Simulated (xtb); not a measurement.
Ge(Me)(NH2) (CH₅GeN), SMILES [CH3][Ge][NH2] (connectivity only; charge and spin as stated), neutral, multiplicity 1. All values are semi-empirical tight-binding results from xtb (GFN2-xTB unless named), good for trends rather than for accurate numbers. Coordinates come from a GFN2-xTB optimisation. One conformer was computed; it need not be the lowest.

For metal compounds this method's bond lengths and energies can be far off.

Computed properties:
| Quantity | Result |
|---|---|
| orbital gap | 3.55 eV |
| zero-point energy | 37.0 kcal/mol |
| G − E(el) at 298.15 K (modified RRHO) | 18.9 kcal/mol |
